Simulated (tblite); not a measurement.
Task: What does the GFN2-xTB structure of `C[SiH](C)/C=C/C(=O)OC=O` look like in three dimensions?

Result: 
```
atom  x, y, z in Å
C1    -2.7512    1.4308    0.0728
Si2   -1.6891    0.0040   -0.6012
C3    -2.5773   -1.6615   -0.3660
C4    -0.0852   -0.0488    0.4035
C5     1.1426    0.0929   -0.0966
C6     2.3264    0.0358    0.7670
O7     2.3507   -0.1322    1.9482
O8     3.4716    0.2125   -0.0175
C9     4.7199    0.2092    0.4853
O10    5.0657    0.0661    1.6092
H11   -2.2419    2.3852   -0.0232
H12   -2.9868    1.2889    1.1240
H13   -3.6912    1.5045   -0.4659
H14   -1.3551    0.2238   -2.0170
H15   -2.8153   -1.8412    0.6789
H16   -1.9658   -2.4904   -0.7101
H17   -3.5093   -1.6877   -0.9227
H18   -0.1472   -0.2066    1.4746
H19    1.3297    0.2548   -1.1468
H20    5.4036    0.3707   -0.3693
```

Any rigid rotation of these coordinates is as good. Atoms count from 1 in this order. Si2 (SiH silicon) is tetrahedral (angles from 107.8° to 110.8°). The 2 C–C bonds span 1.333 Å (C4=C5, drawn double) to 1.466 Å (C5–C6, drawn single), a spread of 0.133 Å. The C–O distances run from 1.185 Å (C9=O10, drawn double) to 1.399 Å (C6–O8, drawn single), a spread of 0.214 Å. Of the pairs four or more bonds apart, O7···O10 is among the closest relative to their van der Waals radii: 2.74 Å, 90 % of the sum of Bondi's values.

Bonds between heavy atoms (Å): C1–Si2 1.902, Si2–C3 1.902, Si2–C4 1.893, C4=C5 1.333, C5–C6 1.466, C6=O7 1.193, C6–O8 1.399, O8–C9 1.346, C9=O10 1.185.

The geometry is computed with GFN2-xTB (gas phase).

Point group: Cs (every atom within 0.08 Å of its image). Its lowest GFN2-xTB frequency is 7 cm⁻¹, too small to tell a flat minimum from a shallow saddle. The numbers are those of one conformer (C1–Si2–C4–C5 -120°, C4–C5–C6–O7 0°, C5–C6–O8–C9 180°, C6–O8–C9–O10 0°). 3 starts were optimised and ended at 0.00, 0.33 and 1.35 kcal/mol (GFN2-xTB); the lowest of these is shown.

Time: 0.92 s of wall time. Hardware: one thread of an Intel Xeon at 2.50 GHz, no GPU, shared host with 64 logical CPUs at a one-minute load of 64. This is the geometry optimisation.
